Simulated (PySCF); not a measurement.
# Computed vibrations of La(OH)3(H2O)

La(OH)3(H2O) (singlet). PySCF 2.14.0, RKS PBE0, La lcecp-1-SVP with ECP46, O def2-SVP, H def2-SVP; non-relativistic Hamiltonian with scalar-relativistic core potentials where named; density fitting; no spin-orbit coupling. Central differences of gradients.

```xyz
10

La    0.0848   -0.0907    0.0757
O     1.2279    1.4561    1.1165
H     1.7869    2.0306    1.6405
O    -1.5624   -1.0102    1.1756
H    -2.2148   -1.4645    1.7092
O     1.0875   -1.3323   -1.4137
H     1.5887   -1.9005   -1.9989
O    -1.3403    1.5232   -1.4178
H    -1.4690    2.4595   -1.2249
H    -2.0659    1.2651   -1.9977
```

Run from Python with OMP_NUM_THREADS=2. Where DIIS fails, smearing, a level shift and second-order steps follow.
It took 5.2 min on 2 threads of Arm Neoverse V1, with other jobs on the host.

Task: What are the harmonic wavenumbers and infrared intensities?

Result: Negative numbers are unstable modes, those under 60 cm⁻¹ near the noise; a finer grid moves soft modes by up to 10 cm⁻¹.
| cm⁻¹ | km/mol | symmetry |
| --- | --- | --- |
| -32 | – |  |
| 29 | 26.6 |  |
| 62 | 12.3 |  |
| 69 | 4.6 |  |
| 110 | 1.5 |  |
| 114 | 0.5 |  |
| 209 | 155.4 |  |
| 257 | 2.0 |  |
| 273 | 0.4 |  |
| 341 | 230.0 |  |
| 350 | 319.6 |  |
| 388 | 65.7 |  |
| 434 | 26.8 |  |
| 443 | 81.2 |  |
| 462 | 435.8 |  |
| 542 | 247.9 |  |
| 544 | 248.9 |  |
| 567 | 29.4 |  |
| 1620 | 79.7 |  |
| 3864 | 95.5 |  |
| 3961 | 145.2 |  |
| 3987 | 79.4 |  |
| 3990 | 77.6 |  |
| 3991 | 71.0 |  |

Task: Is this a minimum?

Result: Probably not: 1 unstable, though so soft as to be near the noise; the lowest moves the atoms so:
```
La   0.00  0.01  0.01
O    0.02 -0.05  0.07
H    0.01 -0.06  0.09
O    0.04 -0.01  0.05
H    0.03 -0.01  0.04
O   -0.09  0.05 -0.10
H   -0.11  0.06 -0.12
O    0.04 -0.07 -0.11
H   -0.40 -0.16  0.04
H    0.51 -0.18 -0.65
```
